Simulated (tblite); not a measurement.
C6H13OP.
Z-matrix (Å and degrees, GFN2-xTB geometry), rows numbered from 1:
```
C 
C   1  1.5209
C   2  1.5216  1  111.04
P   3  1.8416  2  109.72  1    62.15
O   4  1.4661  3  114.77  2    42.79
C   4  1.8567  3  107.29  2   179.20
C   6  1.5401  4   90.08  3    93.51
C   7  1.5389  6   98.11  4    17.09
H   1  1.0889  2  110.91  3    59.11
H   1  1.0901  2  109.23  3   -61.00
H   1  1.0874  2  110.76  3   179.67
H   2  1.0923  1  108.96  3   119.22
H   2  1.0933  1  110.34  3  -122.03
H   3  1.0901  2  111.81  1   -59.83
H   3  1.0941  2  110.62  1   178.97
H   6  1.0876  4  119.68  3   -26.65
H   6  1.0904  4  109.06  3  -153.01
H   7  1.0894  6  110.86  4   -99.00
H   7  1.0891  6  114.25  4   138.27
H   8  1.0867  4  120.24  3    30.47
H   8  1.0904  4  108.55  3   156.90
```

Level: GFN2-xTB in tblite, geometry and Hessian alike; calculated harmonic values, unscaled, isolated species. Errors from tens to a few hundred cm⁻¹ against measured bands are possible. One conformer, not necessarily the lowest.

Harmonic wavenumbers (cm⁻¹): 79.9, 103.9, 114.3, 163.6, 193.2, 245.0, 277.6, 310.8, 328.4, 417.6, 538.9, 640.1, 686.4, 713.1, 746.0, 792.2, 829.9, 847.0, 910.6, 941.5, 971.2, 993.6, 1010.2, 1032.1, 1049.0, 1117.1, 1131.3, 1170.1, 1183.9, 1187.1, 1206.8, 1228.2, 1271.1, 1273.7, 1281.7, 1339.7, 1408.5, 1423.0, 1433.3, 1434.8, 1477.9, 1490.4, 1494.6, 1498.6, 2938.0, 2959.0, 2976.1, 2979.3, 2981.9, 2985.3, 2996.1, 3003.6, 3007.2, 3008.6, 3014.7, 3019.7, 3040.2.

A = 2807, B = 1240, C = 1148 MHz; mass 132.070 u (most abundant isotopes); point group C1, symmetry number 1.

Question: Zero-point energy?

Answer: ½Σν̃ = 39449 cm⁻¹ = 471.91 kJ/mol.

Question: Give the ideal-gas entropy at 298.15 K and 1 bar in the rigid-rotor, harmonic-oscillator model (classical rotation).

Answer: Translation 169.76, rotation 120.41, vibration 107.36: S = 397.5 J/(mol K).

Question: And Cp and H(298.15 K) − H(0)?

Answer: Cp = 157.81 J/(mol K), of which vibrations give 124.55 (their classical limit is 57 R = 473.9); H(298.15 K) − H(0) = 27.78 kJ/mol without the zero-point energy, 17.86 from vibrations.

Question: How do the functions run with temperature in this model?

Answer: 
| T (K) | S (J/(mol K)) | Cp (J/(mol K)) | H − H(0) (kJ/mol) | G − H(0) (kJ/mol) | ln q(vib) |
| --- | --- | --- | --- | --- | --- |
| 50 | 237.7 | 49.9 | 1.92 | -9.96 | 0.21 |
| 100 | 280.2 | 74.7 | 5.06 | -22.96 | 1.09 |
| 373.15 | 436.8 | 193.2 | 40.95 | -122.04 | 7.54 |
| 500 | 501.0 | 246.5 | 68.95 | -181.55 | 10.70 |
| 750 | 616.3 | 321.8 | 140.69 | -321.55 | 16.98 |
| 1000 | 716.1 | 371.3 | 227.73 | -488.41 | 23.00 |

q(vib) and H(0) count from the zero-point level.

Question: Blend soft modes into free rotors: weight 1/[1 + (100 cm⁻¹/ν̃)⁴] for the oscillator and the rest for a rotor with moment μB/(μ + B), μ = h/(8π²ν), B = 10⁻⁴⁴ kg m². What vibrational entropy results?

Answer: 103.14 J/(mol K) in place of 107.36, which changes −T·S at 298.15 K by +1.26 kJ/mol.

Question: Which modes carry the vibrational entropy at 298.15 K?

Answer: 79.9 cm⁻¹: 16.29; 103.9 cm⁻¹: 14.14; 114.3 cm⁻¹: 13.37; 163.6 cm⁻¹: 10.49; 193.2 cm⁻¹: 9.19; 245.0 cm⁻¹: 7.39 J/(mol K); the other 51 give 36.49 together.

Hindered rotation and anharmonicity are outside this model. Other conformers, if any are populated, would add a mixing term that is left out. The structure is chiral; the term R ln 2 for an equal mix with its mirror image is left out.
